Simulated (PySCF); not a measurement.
Some computed properties have been withheld. Give your best values.

[SiF6]2- (charge -2).
InChI=1S/F6Si/c1-7(2,3,4,5)6/q-2

```csv
property,level,value
point group,PBE0-D3(BJ)/def2-SVP,Oh
"rotational constants A, B, C",PBE0-D3(BJ)/def2-SVP,?
HOMO energy,KT2/pcSseg-1,3.43 eV
LUMO energy,KT2/pcSseg-1,?
"isotropic shieldings of nuclei other than C and H, by class",GIAO KT2/pcSseg-1,?
```

Gas-phase values; electronic properties from PySCF, density fitting. Geometry: PBE0-D3(BJ)/def2-SVP; no solvent, vibrations or thermal averaging. Whether so highly charged an anion holds all its electrons in the gas phase wasn't checked; a finite basis holds them in any case. The ion is multiply charged and computed without counter-ions or solvent. The geometry's basis has no diffuse functions, a weakness for an anion. The HOMO energy is positive, so at this level the finite basis confines the outermost electrons. No diffuse functions stand in pcSseg-1, which bears on an anion's orbital energies.

Q: Give the LUMO energy.

A: 12.78 eV.

Q: Give the rotational constants A, B, C.

A: 2.244, 2.243, 2.242 GHz.

Q: Give the isotropic shieldings of nuclei other than C and H, by class.

A: 323 (6 F), 521 (1 Si) ppm.

The rotational constants are those of a spherical top; the small spread among constants that symmetry makes equal is optimisation noise. With B = h/(8π²I), that is 505.379 GHz u Å² over I, the principal moments of inertia are 225.2, 225.3 and 225.4 u Å² (most abundant isotopes); the inertial defect Ic − Ia − Ib is -225.1 u Å² (zero for a rigid planar frame, negative otherwise).
